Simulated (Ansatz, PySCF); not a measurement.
Gas-phase reaction (SMILES): COB(O)OC [dimethoxyborinic acid] + 5 [H][H] (H2) -> B (BH3) + 2 C (CH4) + 3 O (H2O); energy of full hydrogenation.

Each molecule is optimised on its own at B3LYP-D3(BJ)/def2-TZVP (Ansatz, a program for electronic structure), one conformer each, not searched for the lowest. Cores are frozen in the correlated levels unless marked. No spin-orbit coupling. No relativistic terms. CBS(X,Y): correlation extrapolated as X^-3; Hartree-Fock from the larger set. Thermal terms are rigid-rotor harmonic-oscillator values from B3LYP-D3(BJ) frequencies (Ansatz or PySCF) at 298.15 K and 1 atm. 1 Eh = 627.5095 kcal/mol.

| species | E, CCSD(T)/CBS(cc-pVTZ,cc-pVQZ) (Ansatz) (Eh) | E, PBE/def2-TZVPD (Ansatz) (Eh) | H - E (Eh) |
|---|---|---|---|
| COB(O)OC | -330.75679 | -330.83104 | 0.11352 |
| [H][H] (H2) | -1.17450 | -1.16589 | 0.01336 |
| B (BH3) | -26.54901 | -26.55229 | 0.03008 |
| C (CH4) | -40.45816 | -40.46301 | 0.04840 |
| O (H2O) | -76.37426 | -76.38111 | 0.02495 |

Question: Work out ΔE and ΔH at 298.15 K at the first level, then ΔH at the second.

Answer: 
1. ΔE = [(-26.54901) + 2×(-40.45816) + 3×(-76.37426)] - [(-330.75679) + 5×(-1.17450)] = 0.04118 Eh = 25.8 kcal/mol at CCSD(T)/CBS(cc-pVTZ,cc-pVQZ).
2. The terms H - E add up to 0.02141 Eh, so ΔH = (0.04118 + (0.02141))×627.5095 = 39.3 kcal/mol.
3. At PBE/def2-TZVPD the same steps give ΔE = 24.4 and ΔH = 37.8 kcal/mol, a shift of -1.5 from the first level.
4. These values are not checked against measurement here, since the tables used lack a sound gas-phase enthalpy of formation for at least one species.
